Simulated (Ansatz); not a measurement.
Start from `C[CH2][In]([F])[F]` and change one atom or group to get `[F][In]([F])[SH]`.

Ansatz, PBE0-D4/def2-TZVP geometries, multiplicity 1. Each molecule was computed in one conformer, which needn't be the lowest.

Elements past krypton have def2 core potentials.

```json
{"property": "ideal-gas entropy at 298 K and 1 bar (rigid rotor, harmonic PBE0-D4/def2-TZVP) / J/(mol·K)", "`C[CH2][In]([F])[F]`": "385"}
{"property": "HOMO–LUMO gap (B3LYP/def2-TZVPP) / eV", "`C[CH2][In]([F])[F]`": "6.44"}
{"property": "LUMO energy (PBE/def2-TZVPP) / eV", "`C[CH2][In]([F])[F]`": "-2.53"}
{"property": "zero-point energy (PBE0-D4/def2-TZVP) / kJ/mol", "`C[CH2][In]([F])[F]`": "179.1"}
{"property": "HOMO energy (PBE/def2-TZVPP) / eV", "`C[CH2][In]([F])[F]`": "-7.31"}
{"property": "HOMO energy (B3LYP/def2-TZVPP) / eV", "`C[CH2][In]([F])[F]`": "-8.44"}
```

Give the same properties after the change, and the shifts. (Best estimate.)

Computed: 
```csv
property,`[F][In]([F])[SH]`,shift
"ideal-gas entropy at 298 K and 1 bar (rigid rotor, harmonic PBE0-D4/def2-TZVP) / J/(mol·K)",346,-39
HOMO–LUMO gap (B3LYP/def2-TZVPP) / eV,5.32,-1.12
LUMO energy (PBE/def2-TZVPP) / eV,-3.54,-1.01
zero-point energy (PBE0-D4/def2-TZVP) / kJ/mol,33.4,-145.7
HOMO energy (PBE/def2-TZVPP) / eV,-7.29,0.02
HOMO energy (B3LYP/def2-TZVPP) / eV,-8.32,0.12
```

With PBE0 the HOMO rises by 0.06 eV and the LUMO falls by 1.01 eV, so the gap narrows by about 1.07 eV. PBE moves the HOMO by 0.02 eV and ωB97M-V by 0.05 eV. The zero-point energy changes by -145.7 kJ/mol with -15 modes. Modes under 60 cm⁻¹, often nearly free rotors, make the harmonic entropy too high.

B3LYP here is the variant with VWN-RPA as its local correlation; programs differ in this.
